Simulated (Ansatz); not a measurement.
`[CH]1=[CH][GeH2]1` and `C[C]1=[CH][GeH2]1` differ in one atom or group.

Ansatz, PBE0-D4/def2-TZVP geometries, multiplicity 1. 

Scalar relativity is left out up to krypton.

```csv
property,`[CH]1=[CH][GeH2]1`
size of the dipole moment (PBE/def2-TZVPP) / D,0.28
HOMO energy (B3LYP/def2-TZVPP) / eV,-6.78
LUMO energy (ωB97M-V/def2-TZVPP) / eV,2.07
HOMO energy (PBE0/def2-TZVPP) / eV,-6.97
LUMO energy (B3LYP/def2-TZVPP) / eV,-0.32
LUMO energy (PBE/def2-TZVPP) / eV,-1.18
```

Question: What does the change do to each property? (Estimate.)

Answer: Ansatz gave: 
| property | `C[C]1=[CH][GeH2]1` | shift |
| --- | --- | --- |
| size of the dipole moment (PBE/def2-TZVPP) / D | 0.90 | 0.62 |
| HOMO energy (B3LYP/def2-TZVPP) / eV | -6.55 | 0.23 |
| LUMO energy (ωB97M-V/def2-TZVPP) / eV | 2.17 | 0.10 |
| HOMO energy (PBE0/def2-TZVPP) / eV | -6.74 | 0.23 |
| LUMO energy (B3LYP/def2-TZVPP) / eV | 0.05 | 0.37 |
| LUMO energy (PBE/def2-TZVPP) / eV | -0.80 | 0.38 |

With PBE0 the HOMO rises by 0.23 eV and the LUMO rises by 0.37 eV, so the gap widens by about 0.14 eV. PBE moves the HOMO by 0.22 eV and ωB97M-V by 0.24 eV. Dipoles are sizes alone; their direction can turn.

B3LYP here is the variant with VWN-RPA as its local correlation; programs differ in this.
